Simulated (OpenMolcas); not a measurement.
# Ni: effect of the active space

```yaml
Program: OpenMolcas
Method: MS-CASPT2 or its RAS form, IPEA 0.25 Eh, imaginary shift 0.1 Eh
Basis: ANO-RCC-VTZP
Scalar_Hamiltonian: DKH2, point nucleus
Spin-orbit_coupling: RASSI with atomic mean-field integrals over the reference wave functions, term energies averaged over their components
```

A. 10 electrons in 6 orbitals (3d 4s); 2S+1 = 3 even, 15 roots; 2S+1 = 1 even, 19 roots; closed shells correlated: 3s 3p; CASPT2 step of the order of 6 core-seconds
B. 10 electrons in 9 orbitals (RAS2 3d 4s; RAS3 4p, at most 2 electrons); 2S+1 = 3 even, 15 roots; 2S+1 = 1 even, 19 roots kept (CI in the orbitals of an earlier block); 2S+1 = 3 odd, 21 roots; 2S+1 = 5 odd, 21 roots kept (CI in the orbitals of an earlier block); 2S+1 = 1 odd, 21 roots kept (CI in the orbitals of an earlier block); closed shells correlated: 3s 3p; CASPT2 step of the order of 2.2 core-minutes
C. 10 electrons in 11 orbitals (3d 4s 4d); 2S+1 = 3 even, 15 roots; 2S+1 = 1 even, 10 roots kept (CI in the orbitals of an earlier block); closed shells correlated: 3s 3p; CASPT2 step roughly 90 core-minutes

Energies in cm⁻¹ above 3d⁸ 4s² ³F₄.

```tsv
Level	A	B	C
3d⁸ 4s² ³F₄	0.0	0.0	0.0
3d⁸ 4s² ³F₃	1284	1284	1308
3d⁸ 4s² ³F₂	2140	2150	2190
3d⁹ 4s ³D₃	2990	1216	908
3d⁹ 4s ³D₂ [71 %]	3460	1691	1492
3d⁹ 4s ³D₁	4580	2790	2410
3d⁹ 4s ¹D₂ [69 %]	5170	3450	3450
3d⁸ 4s² ¹D₂	13610	13190	13390
3d⁸ 4s² ³P₂	16170	15930	15730
3d⁸ 4s² ³P₁	16420	16220	15870
3d⁸ 4s² ³P₀	16740	16540	16210
```

The spin-orbit steps hold different terms of 3d⁸ 4s² (C lacks ¹G), which shifts levels as well.

Among A to C the level of the table that moves most is 3d⁹ 4s ³D₁, by 2200 cm-1 (lowest in C, highest in A). Moves below CASPT2's spread within the term are not significant.

Term energies are means over components that CASPT2 splits; among the terms shown or strongly mixed into the levels shown the widest spread is 1500 cm-1 (3d⁸ 4s² ³F, B). Over all roots computed the reference weight is 0.81 to 0.89 in A, 0.80 to 0.92 in B; the roots of lowest weight are the least certain, and an intruder state may touch them. A single d shell beside an s shell can misplace configurations of different d count against each other (holds for A; B). Terms from blocks run as CI alone lack orbitals of their own (holds for B; C). The CASPT2 spread within a term exceeds the gap to the next term for 3d⁸ 4s² ³F and 3d⁹ 4s ³D, so the order of their levels is uncertain, and so are names and mixing where such terms share a J (holds for B; C). Active for correlation alone: 4d; no level in the range computed is led by a configuration that fills it, so any true level of that kind is missing (holds for C). Only configurations of the active space appear. Levels that lie high or do not pair safely by name in every column are left out.

A share in square brackets marks a mixed level and gives the weight of the term that names it, the lowest over the columns.
